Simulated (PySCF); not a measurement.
Electric field gradients and quadrupole coupling constants

Species: C6H5S (charge -1).
Cartesian coordinates in Å at the PBE0-D3(BJ)/def2-SVP level; atoms count from 1:
```
atom  x, y, z in Å
S1     2.956   -0.898    0.139
C2     1.317   -0.383    0.133
C3     0.943    0.992    0.166
C4    -0.383    1.407    0.161
C5    -1.433    0.481    0.122
C6    -1.101   -0.879    0.089
C7     0.224   -1.297    0.094
H8     1.753    1.727    0.196
H9    -0.607    2.480    0.188
H10   -2.477    0.809    0.118
H11   -1.899   -1.631    0.058
H12    0.468   -2.363    0.067
```

Field gradients from the PBE0/pcSseg-1 density (PySCF, non-relativistic), principal values in atomic units, ordered |Vxx| ≤ |Vyy| ≤ |Vzz|:

| atom | Vxx | Vyy | Vzz |
| --- | --- | --- | --- |
| S1 | -0.5546 | -1.8316 | 2.3862 |

Find the asymmetry η = (Vxx − Vyy)/Vzz and the couplings χ = eQV/h (234.96 MHz × Q in barn × V in au), with Q(33S) = −0.0678 b.

```tsv
atom	environment	nucleus	η	χzz (MHz)	χxx (MHz)	χyy (MHz)
S1	thiolate sulfur	33S	0.54	-38.01	8.83	29.18
```

The tensor is traceless: Vxx + Vyy + Vzz = 0.

What is Vzz at S1 in SI units (1 au = 9.71736 × 10²¹ V/m²)?

2.3862 au = 23.187 × 10²¹ V/m².

And the gradient at the other heavy atoms, for which no coupling is worked out here?

```json
{"atom": "C2", "environment": "substituted aromatic carbon", "Vzz (au)": "0.371", "η": "0.28"}
{"atom": "C3", "environment": "aromatic CH carbon", "Vzz (au)": "0.224", "η": "0.31"}
{"atom": "C4", "environment": "aromatic CH carbon", "Vzz (au)": "0.274", "η": "0.55"}
{"atom": "C5", "environment": "aromatic CH carbon", "Vzz (au)": "0.140", "η": "0.88"}
{"atom": "C6", "environment": "aromatic CH carbon", "Vzz (au)": "0.274", "η": "0.55"}
{"atom": "C7", "environment": "aromatic CH carbon", "Vzz (au)": "0.224", "η": "0.31"}
```

What couplings would deuterons (Q(2H) = 0.00286 b) have in place of the hydrogens, at this geometry?

```tsv
atom	bonded to	bond length (Å)	Vzz (au)	η	χzz (kHz)
H8	C3	1.094	0.3076	0.06	207
H9	C4	1.097	0.3066	0.06	206
H10	C5	1.094	0.3144	0.09	211
H11	C6	1.097	0.3065	0.06	206
H12	C7	1.094	0.3077	0.06	207
```

Geometry: PBE0-D3(BJ)/def2-SVP; no solvent, vibrations or thermal averaging. The pcSseg-1 basis has no diffuse functions, a weakness for an anion. The small basis limits the accuracy of the gradients.

The run behind these numbers computed NMR shieldings as well. On one thread of an Arm Neoverse V1, on a shared host, this took 14 s wall.
